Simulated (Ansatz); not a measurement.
Wavefunction ladder for `C[NH2+][B-](Cl)(Cl)Cl`

```xyz
11

C    -0.0938    0.1879    1.3445
N     0.3661    0.4727   -0.0288
B    -0.1684   -0.4984   -1.2021
Cl    0.4158   -2.1814   -0.7966
Cl    0.6172    0.1773   -2.7161
Cl   -1.9886   -0.3416   -1.2232
H     0.3331    0.9101    2.0396
H     0.2173   -0.8207    1.6065
H    -1.1797    0.2432    1.3592
H     0.0979    1.4159   -0.3049
H     1.3830    0.4349   -0.0781
```

Total charge 0; spin multiplicity 1. The geometry is a stationary point of PBE0-D4/def2-TZVP. It is one conformer, not always the lowest. Frozen core, restricted reference, Ansatz. CBS rows extrapolate triple and quadruple zeta; past MP2 they add the triple-zeta difference.

```json
{"basis": "def2-SVP", "HF (Eh)": "-1498.04888", "MP2 corr.": "-0.81831", "CCSD corr.": "-0.87944", "(T)": "?", "CCSD(T) total": "?"}
{"basis": "def2-TZVPP", "HF (Eh)": "?", "MP2 corr.": "?", "CCSD corr.": "-1.14639", "(T)": "-0.04894", "CCSD(T) total": "?"}
{"basis": "def2-QZVPP", "HF (Eh)": "-1498.69044", "MP2 corr.": "?", "CCSD corr.": "–", "(T)": "–", "CCSD(T) total": "–"}
{"basis": "CBS(def2)", "HF (Eh)": "-1498.69641", "MP2 corr.": "-1.24558", "CCSD corr.": "-1.30908", "(T)": "as TZ", "CCSD(T) total": "-1500.05443"}
```

Task: Fill in the withheld values. (Estimate.)

Result: The calculation gave: def2-SVP (T): -0.02229; def2-SVP CCSD(T) total: -1498.95061; def2-TZVPP HF (Eh): -1498.64712; def2-TZVPP MP2 corr.: -1.08289; def2-TZVPP CCSD(T) total: -1499.84245; def2-QZVPP MP2 corr.: -1.17635.
